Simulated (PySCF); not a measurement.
C3H6Si, SMILES `[SiH3]C=C=C`, neutral singlet in the gas phase. 

Cartesian coordinates (Å):
```xyz
10

C      2.1767    -0.3410    -0.0855
C      1.0029     0.0368     0.3294
C     -0.1877     0.3990     0.7106
Si    -1.7064     0.0647    -0.3188
H      2.7955     0.3118    -0.6896
H      2.5737    -1.3172     0.1667
H     -0.2932     0.9142     1.6634
H     -2.3789     1.3391    -0.6702
H     -1.3096    -0.6470    -1.5525
H     -2.6729    -0.7599     0.4466
```
Charge 0, multiplicity 1.

All levels are single points at this geometry (B3LYP-D3(BJ)/def2-TZVP); Pople sets use spherical d functions. Orbital energies aren't observables, and empty levels follow the basis.

| level | HOMO (eV) | LUMO (eV) | gap (eV) | dipole (D) | vertical IE, Delta-SCF (eV) |
|---|---|---|---|---|---|
| PBE-D3(BJ)/def2-TZVP in PySCF | -6.39 | -1.18 | 5.22 | 0.53 | – |
| ωB97X-D3(BJ)/def2-TZVP in PySCF | -9.92 | 1.96 | 11.88 | 0.54 | – |
| B3LYP/3-21G in PySCF | -7.10 | 0.13 | 7.23 | 0.47 | – |
| B3LYP/6-31G* in PySCF | -7.02 | 0.01 | 7.03 | 0.57 | 9.46 |
| BP86/6-31G* in PySCF | -6.19 | -0.89 | 5.31 | 0.58 | – |
| M06-2X/6-31G* in PySCF | -8.46 | 1.11 | 9.57 | 0.49 | – |
